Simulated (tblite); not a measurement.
C6H6F3OPS.
Atom-mapped SMILES: `[CH3:1][P@@:2](=[O:3])([c:4]1[cH:5][cH:6][s:7][cH:8]1)[C:9]([F:10])([F:11])[F:12]` (hydrogens: H13, H14, H15 on C1; H16 on C5; H17 on C6; H18 on C8)

Computed geometry: GFN2-xTB, gas phase.

(1) Give the optimised bond lengths and angles.

Answers

(1) 
| bond | length (bohr) | order |
| --- | --- | --- |
| C1–P2 | 3.450 | single |
| P2=O3 | 2.758 | double |
| P2–C4 | 3.395 | single |
| C4–C5 | 2.682 | aromatic |
| C5–C6 | 2.560 | aromatic |
| C6–S7 | 3.254 | aromatic |
| S7–C8 | 3.224 | aromatic |
| P2–C9 | 3.579 | single |
| C9–F10, C9–F11, C9–F12 | 2.528 | single |
| C4–C8 | 2.581 | aromatic |
| C1–H13, C1–H14, C1–H15 | 2.057 | single |
| C5–H16 | 2.031 | single |
| C6–H17 | 2.025 | single |
| C8–H18 | 2.026 | single |

Bonds in one row agree within 0.02 bohr and their mean is given. Orders are formal, as drawn. A selection of angles:
| angle | degrees |
| --- | --- |
| P2–C1–H13 | 112.4 |
| P2–C1–H14 | 107.4 |
| H13–C1–H14 | 110.1 |
| C1–P2–O3 | 115.9 |
| C1–P2–C4 | 109.8 |
| C1–P2–C9 | 101.2 |
| O3–P2–C4 | 115.5 |
| O3–P2–C9 | 110.7 |
| C4–P2–C9 | 101.9 |
| P2–C4–C5 | 127.6 |
| P2–C4–C8 | 119.8 |
| C5–C4–C8 | 112.7 |
| C4–C5–C6 | 111.9 |
| C4–C5–H16 | 124.0 |
| C6–C5–H16 | 124.1 |
| C5–C6–S7 | 112.3 |
| C5–C6–H17 | 128.2 |
| S7–C6–H17 | 119.4 |
| C6–S7–C8 | 91.2 |
| S7–C8–H18 | 121.4 |
| C4–C8–S7 | 111.9 |
| C4–C8–H18 | 126.7 |
| P2–C9–F10 | 110.6 |
| P2–C9–F11 | 114.2 |
| P2–C9–F12 | 110.2 |
| F10–C9–F11 | 107.0 |

Torsions: C1–P2–C4–C5 52° (synclinal); C1–P2–C9–F10 -175° (antiperiplanar).

The 3 C–P bonds span 1.797 Å (P2–C4, drawn single) to 1.894 Å (P2–C9, drawn single), a spread of 0.097 Å. S7 (thiophene-type sulfur) is bent (angle 91.2°). P2 (phosphoryl phosphorus) is distorted tetrahedral (angles from 101.2° to 115.9°). The 5-membered ring C4–C5–C6–S7–C8 has internal angles of 91.2° to 112.7°; it is planar, 0.00 Å rms from its mean plane, widest ring torsion 0°. The 3 C–C bonds span 1.355 Å (C5–C6, aromatic) to 1.419 Å (C4–C5, aromatic), a spread of 0.064 Å. Of the pairs four or more bonds apart, F11···H16 is among the closest relative to their van der Waals radii: 2.66 Å, 100 % of the sum of Bondi's values.

Point group: C1 (no symmetry element, even within 0.4 Å). Its GFN2-xTB frequencies are all real (lowest 33 cm⁻¹). The numbers are those of one conformer. 3 starts were optimised and ended at 0.00, 0.51 and 0.53 kcal/mol (GFN2-xTB); the lowest of these is shown.

On one thread, Intel Xeon Platinum 8488C (x86_64), no GPU (shared host), this took 1.1 s. This is the geometry optimisation.
